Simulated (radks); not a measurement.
Excited configurations of In2+: one electron is placed in a higher orbital outside [Kr] 4d10. The ground configuration is [Kr] 4d10 5s1. All-electron calculation, scalar-relativistic Kohn-Sham, PBEsol, spin-polarised, spherical densities, finite nucleus; open shells are filled with parallel spins first (spin-orbit coupling, left out, can overturn this in heavy ions); Fermi nuclear charge, rms radius 4.6156 fm. Program: a radial shooting solver on a logarithmic mesh with Libxc functionals. Excitation = E - E(ground); binding = E(ion) - E, where the ion is the core of charge +3; n* = 3/sqrt(2 binding) in atomic units, and the quantum defect is n - n*.

[
 {"outer orbital": "4f", "excitation (eV)": "20.482", "binding (eV)": "8.084", "quantum defect": "0.108", "<r> (bohr)": "5.499"},
 {"outer orbital": "5d", "excitation (eV)": "16.290", "binding (eV)": "12.276", "quantum defect": "1.842", "<r> (bohr)": "4.167"},
 {"outer orbital": "5f", "excitation (eV)": "23.106", "binding (eV)": "5.460", "quantum defect": "0.264", "<r> (bohr)": "9.353"},
 {"outer orbital": "6p", "excitation (eV)": "18.031", "binding (eV)": "10.535", "quantum defect": "2.591", "<r> (bohr)": "5.743"},
 {"outer orbital": "6f", "excitation (eV)": "24.677", "binding (eV)": "3.889", "quantum defect": "0.389", "<r> (bohr)": "14.17"},
 {"outer orbital": "7p", "excitation (eV)": "22.159", "binding (eV)": "6.407", "quantum defect": "2.628", "<r> (bohr)": "9.585"},
 {"outer orbital": "7d", "excitation (eV)": "23.745", "binding (eV)": "4.821", "quantum defect": "1.960", "<r> (bohr)": "12.23"},
 {"outer orbital": "7f", "excitation (eV)": "25.677", "binding (eV)": "2.888", "quantum defect": "0.489", "<r> (bohr)": "19.95"}
]

The Delta-SCF ionisation energy is 28.566 eV (NIST Atomic Spectra Database: 28.044 eV, measured). Self-interaction in the functional shifts the binding energies and quantum defects, so they are the method's values and not measured ones.
